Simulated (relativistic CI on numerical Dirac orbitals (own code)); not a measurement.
# Transition arrays of Pr XXIII

Computed by Dirac-Coulomb-Breit CI, KLI orbitals optimised for each configuration, a model potential for QED, valence Slater integrals scaled by 0.9, whole transition arrays (own radial code, finite nucleus).

CI space (outside the closed core [Ar] 3d10 4s2): 4p6 4d, 4p6 4f, 4p5 4d2, 4p6 5p, 4p6 5f. Levels of other configurations are missing.

All E1 lines from the levels of 4p6 4d; mean and standard deviation are weighted by gf, and upper levels are sorted by their leading configuration.

```csv
Upper configuration,Lines,Σgf,Mean (eV),Mean (nm),σ (eV),Strongest line (nm)
4p6 4f,1,0.7,123.55,10.035,0.00,10.035
4p5 4d2,62,51.2,142.93,8.674,8.89,8.441
4p6 5p,3,1.1,234.73,5.282,2.76,5.248
4p6 5f,3,2.0,335.48,3.696,2.28,3.715
```

Σgf per state of the lower configuration in bins of 0.2 nm over the central range (centre: value): 3.7: 0.20, 5.3: 0.10, 8.3: 0.70, 8.5: 2.82, 8.7: 1.08, 9.5: 0.03, 10.1: 0.10, 10.3: 0.06, 10.5: 0.20, 10.7: 0.06.

(1) How do configuration mixing and the scaling of the Slater integrals move the arrays?

Results:

(1) Slater scale 0.9, no configuration mixing: 4p6 4f 127.9 ± 2.1 eV (Σgf 6.2), 4p5 4d2 139.3 ± 10.9 eV (Σgf 43.7), 4p6 5p 234.8 ± 2.8 eV (Σgf 1.2), 4p6 5f 335.5 ± 2.3 eV (Σgf 2.1); Slater scale 1: 4p6 4f 123.4 ± 0.0 eV (Σgf 0.7), 4p5 4d2 145.7 ± 8.8 eV (Σgf 52.2), 4p6 5p 234.7 ± 2.8 eV (Σgf 1.0), 4p6 5f 335.5 ± 2.3 eV (Σgf 2.0); Slater scale 0.8: 4p6 4f 123.8 ± n/a eV (Σgf 0.8), 4p5 4d2 140.2 ± 9.0 eV (Σgf 50.1), 4p6 5p 234.7 ± 2.8 eV (Σgf 1.1), 4p6 5f 335.5 ± 2.3 eV (Σgf 2.0). With mixing, levels are counted to their leading configuration, so an array can shrink or vanish into another, and the sums then hold other lines.
